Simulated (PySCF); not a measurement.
Job file and geometry (Å, from GFN2-xTB) of an NMR shielding run on `ClC(Cl)(Cl)[Si@@H]1[SiH2]P[SiH2]P1`, CH$_{7}$Cl$_{3}$P$_{2}$Si$_{3}$, GIAO PBE0/pcSseg-1 NMR shielding, non-relativistic, gas phase in PySCF; density fitting, a coarse starting grid and PySCF grid level 2 are the driver's defaults:

```
$ OMP_NUM_THREADS=1 python probes_run.py task.json out

{"job": {"kind": "nmr", "xc": "PBE0", "basis": "pcSseg-1"}, "charge": 0, "multiplicity": 1}
Cl     3.490242     1.368249    -0.407367
C      2.296757     0.131346    -0.812402
Cl     1.364512     0.675979    -2.224637
Cl     3.136825    -1.371951    -1.226552
Si     1.054781    -0.143065     0.657618
Si    -0.451510    -1.832964     0.004806
P     -2.486621    -0.879488    -0.048819
Si    -1.908299     1.297897    -0.235009
P      0.058711     1.859237     0.745370
H      1.943622    -0.328060     1.810932
H     -0.509894    -2.940261     0.962512
H     -0.208029    -2.364924    -1.336021
H     -2.623530    -0.841345     1.328658
H     -2.954688     2.104651     0.394910
H     -1.802904     1.604105    -1.660624
H     -0.407573     1.669538     2.035213
```

Question: Write the output of this run.

Answer: 
```
coarse grid: 18424 points
cycle   1  E = -2972.7633484819  dE =  9.078e-01  |g| = 5.303e-01  |ddm| = 4.075e+00
cycle   2  E = -2972.6041323492  dE =  1.592e-01  |g| = 9.993e-01  |ddm| = 1.463e+00
cycle   3  E = -2972.8377947491  dE = -2.337e-01  |g| = 6.809e-02  |ddm| = 9.522e-01
cycle   4  E = -2972.8386682244  dE = -8.735e-04  |g| = 4.100e-02  |ddm| = 1.634e-01
cycle   5  E = -2972.8391435662  dE = -4.753e-04  |g| = 6.342e-03  |ddm| = 6.485e-02
cycle   6  E = -2972.8391542412  dE = -1.068e-05  |g| = 2.632e-03  |ddm| = 1.591e-02
cycle   7  E = -2972.8391562800  dE = -2.039e-06  |g| = 4.906e-04  |ddm| = 5.218e-03
final grid: 143680 points
cycle   8  E = -2972.8873627304  dE = -3.520e-05  |g| = 5.724e-03  |ddm| = 2.918e-02
cycle   9  E = -2972.8873569340  dE =  5.796e-06  |g| = 6.604e-03  |ddm| = 1.292e-02
cycle  10  E = -2972.8873671164  dE = -1.018e-05  |g| = 2.081e-03  |ddm| = 9.216e-03
cycle  11  E = -2972.8873680835  dE = -9.671e-07  |g| = 3.180e-04  |ddm| = 2.209e-03
cycle  12  E = -2972.8873681115  dE = -2.807e-08  |g| = 5.759e-05  |ddm| = 5.764e-04
cycle  13  E = -2972.8873681125  dE = -9.886e-10  |g| = 1.967e-05  |ddm| = 1.310e-04
converged SCF energy = -2972.8873681125

GIAO shielding tensors (ppm)
atom      isotropic    diamagn.    paramagn.     s11        s22        s33       span
  0 Cl     492.279    1144.895    -652.616    155.399    413.848    907.592    752.193
  1 C       72.438     249.295    -176.857     55.024     79.866     82.423     27.398
  2 Cl     521.473    1146.479    -625.006    191.141    465.386    907.893    716.752
  3 Cl     515.540    1145.046    -629.506    185.722    436.744    924.153    738.431
  4 Si     311.642     877.690    -566.048    211.541    353.080    370.303    158.762
  5 Si     411.154     878.620    -467.466    333.877    431.166    468.421    134.544
  6 P      582.006     967.285    -385.279    530.081    554.334    661.602    131.521
  7 Si     367.211     878.647    -511.436    234.554    429.045    438.033    203.479
  8 P      580.571     967.033    -386.462    553.478    571.410    616.824     63.346
  9 H       26.161      28.652      -2.491     22.871     24.582     31.030      8.159
 10 H       27.290      28.090      -0.801     22.515     25.327     34.027     11.512
 11 H       27.319      27.464      -0.145     22.295     26.803     32.858     10.563
 12 H       31.405      30.601       0.805     26.017     27.200     40.998     14.981
 13 H       26.433      28.157      -1.724     21.162     24.594     33.543     12.381
 14 H       27.170      28.274      -1.104     22.835     25.496     33.180     10.345
 15 H       31.391      30.460       0.931     25.475     26.878     41.819     16.344
```

Size and cost of the density-fitted run: 244 basis functions, 110 s wall time on 1 thread of an Arm Neoverse N1, shared host; peak memory 1.2 GiB.
